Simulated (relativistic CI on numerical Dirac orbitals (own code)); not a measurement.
**Crystal-field levels of Mn4+, 3d3**

Calculated by Dirac-Coulomb-Breit CI, separate exchange-only KLI orbitals for each configuration, model QED (radiative potential, 1s self-energy scaled to tabulated hydrogen-like ionisation energies), valence Slater integrals scaled by 0.9, one configuration in a parametric crystal field (own radial code). With so little scaling, terms lie 10 to 35 % too far apart, which can change the order of excited levels.

Field parameters in Wybourne normalisation: Oh B⁴₀ = 21Dq, B⁴₄ = √(5/14) B⁴₀. The field is a parameter set, without covalency.

S and J are read from ⟨S²⟩ = S(S + 1) and ⟨J²⟩ = J(J + 1) of each level; they are not fictitious spins.

Oh, 10Dq = 5000 cm⁻¹, the lowest 10 levels:

```csv
E (cm⁻¹),Degeneracy,Irrep,S,J
0.0,4,Γ8,1.50,3.30
4885,2,Γ7,1.50,3.12
4978,4,Γ8,1.50,3.35
5076,4,Γ8,1.50,3.46
5143,2,Γ6,1.50,3.64
8519,2,Γ7,1.50,2.94
8576,4,Γ8,1.50,3.22
9006,4,Γ8,1.50,3.96
9252,2,Γ6,1.50,4.34
20509,4,Γ8,0.50,3.89
```

Oh, 10Dq = 41000 cm⁻¹, the lowest 10 levels:

| E (cm⁻¹) | Degeneracy | Irrep | S | J |
| --- | --- | --- | --- | --- |
| 0.0 | 4 | Γ8 | 1.50 | 3.48 |
| 22424 | 4 | Γ8 | 0.50 | 3.94 |
| 23393 | 4 | Γ8 | 0.50 | 4.13 |
| 23504 | 2 | Γ6 | 0.50 | 3.71 |
| 35097 | 4 | Γ8 | 0.50 | 3.51 |
| 35294 | 2 | Γ7 | 0.50 | 3.89 |
| 40854 | 2 | Γ7 | 1.50 | 3.17 |
| 40953 | 4 | Γ8 | 1.50 | 3.37 |
| 41108 | 4 | Γ8 | 1.50 | 3.64 |
| 41114 | 2 | Γ6 | 1.50 | 3.68 |

Oh, 10Dq = 37000 cm⁻¹, the lowest 16 levels:

```tsv
E (cm⁻¹)	Degeneracy	Irrep	S	J
0.0	4	Γ8	1.50	3.47
22326	4	Γ8	0.50	3.94
23329	4	Γ8	0.50	4.14
23448	2	Γ6	0.50	3.72
34647	4	Γ8	0.52	3.52
34861	2	Γ7	0.51	3.89
36863	2	Γ7	1.49	3.17
36971	4	Γ8	1.49	3.37
37112	4	Γ8	1.50	3.64
37116	2	Γ6	1.50	3.67
49477	2	Γ6	1.50	2.73
49504	2	Γ7	1.50	2.69
49507	4	Γ8	1.50	2.72
49510	4	Γ8	1.50	2.75
55191	2	Γ6	0.51	4.10
59025	2	Γ7	0.50	4.26
```

Oh, 10Dq = 33000 cm⁻¹, the lowest 10 levels:

```tsv
E (cm⁻¹)	Degeneracy	Irrep	S	J
0.0	4	Γ8	1.50	3.47
22214	4	Γ8	0.50	3.95
23253	4	Γ8	0.50	4.15
23380	2	Γ6	0.50	3.73
32834	2	Γ7	1.49	3.17
32894	4	Γ8	1.47	3.37
33118	4	Γ8	1.50	3.63
33120	2	Γ6	1.50	3.67
34221	4	Γ8	0.56	3.53
34392	2	Γ7	0.52	3.90
```

Oh, 10Dq = 29000 cm⁻¹, the lowest 10 levels:

```json
{"E (cm⁻¹)": "0.0", "Degeneracy": "4", "Irrep": "Γ8", "S": "1.50", "J": "3.47"}
{"E (cm⁻¹)": "22081", "Degeneracy": "4", "Irrep": "Γ8", "S": "0.51", "J": "3.95"}
{"E (cm⁻¹)": "23158", "Degeneracy": "4", "Irrep": "Γ8", "S": "0.50", "J": "4.16"}
{"E (cm⁻¹)": "23295", "Degeneracy": "2", "Irrep": "Γ6", "S": "0.50", "J": "3.74"}
{"E (cm⁻¹)": "28847", "Degeneracy": "2", "Irrep": "Γ7", "S": "1.50", "J": "3.16"}
{"E (cm⁻¹)": "28934", "Degeneracy": "4", "Irrep": "Γ8", "S": "1.50", "J": "3.37"}
{"E (cm⁻¹)": "29127", "Degeneracy": "2", "Irrep": "Γ6", "S": "1.50", "J": "3.67"}
{"E (cm⁻¹)": "29132", "Degeneracy": "4", "Irrep": "Γ8", "S": "1.50", "J": "3.63"}
{"E (cm⁻¹)": "33588", "Degeneracy": "4", "Irrep": "Γ8", "S": "0.51", "J": "3.55"}
{"E (cm⁻¹)": "33787", "Degeneracy": "2", "Irrep": "Γ7", "S": "0.51", "J": "3.91"}
```

The free-ion ground term has S = 3/2. Every field shown keeps that spin.

Levels of this model without a field, named by their leading LS term: 4F_3/2 0, 4F_5/2 342, 4F_7/2 800, 4F_9/2 1359, 4P_1/2 18290, 4P_3/2 18446, 2G_7/2 18667, 4P_5/2 18885 cm⁻¹.
